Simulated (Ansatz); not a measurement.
C5H9N, singlet, at a GFN2-xTB geometry; MP2/6-311G** (Ansatz, a first-principles code).

Ansatz was given this input:
Ansatz 0.2 input:
```yaml
crystal:
  periodic: [false, false, false]
  atoms:
    - {symbol: C, position_ang: [2.19235502, -0.38761330, -0.01486888]}
    - {symbol: C, position_ang: [0.72156523, -0.17907299, -0.07861919]}
    - {symbol: C, position_ang: [-0.19755460, -0.85908042, -0.74766131]}
    - {symbol: C, position_ang: [-1.55885281, -0.25464471, -0.52866891]}
    - {symbol: N, position_ang: [-1.38403205, 0.68691353, 0.58282987]}
    - {symbol: C, position_ang: [0.05287169, 0.96027280, 0.66014671]}
    - {symbol: H, position_ang: [2.50454924, -0.57954713, 1.01187350]}
    - {symbol: H, position_ang: [2.71241377, 0.50678035, -0.35741131]}
    - {symbol: H, position_ang: [2.48959573, -1.22857583, -0.63629377]}
    - {symbol: H, position_ang: [-0.04550951, -1.70898649, -1.38747222]}
    - {symbol: H, position_ang: [-1.87008391, 0.30698770, -1.42040117]}
    - {symbol: H, position_ang: [-2.33168942, -0.99540195, -0.31316852]}
    - {symbol: H, position_ang: [-1.68591332, 0.24343757, 1.44412432]}
    - {symbol: H, position_ang: [0.39236172, 1.06005396, 1.69315692]}
    - {symbol: H, position_ang: [0.26019309, 1.90768884, 0.14381276]}
basis:
  gaussian:
    orbitals: 6-311G__.json
magnetization: {spin_polarized: false}
correlation: {method: mp2}
```
The basis file holds 6-311G** in the JSON format of the Basis Set Exchange.

### Question
What does Ansatz print? Leave out banner, timings and long lists.

### Answer

```
Functional definition: HF
1302 factors; integrals over basis functions are off by at most 1.2e-3 eV
mean field evaluation 1: about -6773.2438 eV, gradient 3.6e1 eV
mean field evaluation 2: about -6773.3918 eV, gradient 3.6e1 eV
mean field evaluation 4: about -6777.1304 eV, gradient 4.6e0 eV
mean field evaluation 8: about -6777.1935 eV, gradient 2.4e-1 eV
mean field -6777.19373795 eV, -249.0572761227 hartree, gradient 6.2e-6 eV, S^2 0.000000; 0 other end points of the search recorded, 0 dependent functions left out
6 core orbitals not correlated
reference -6777.19373795 eV, -249.0572761227 hartree; 17, 17 occupied and 139, 139 virtual orbitals, 1302 factors
second order -24.46857784 eV of doubles, -0.00000000 eV of singles
Total energy: -6801.66231578 eV, -249.9564797727 hartree
```
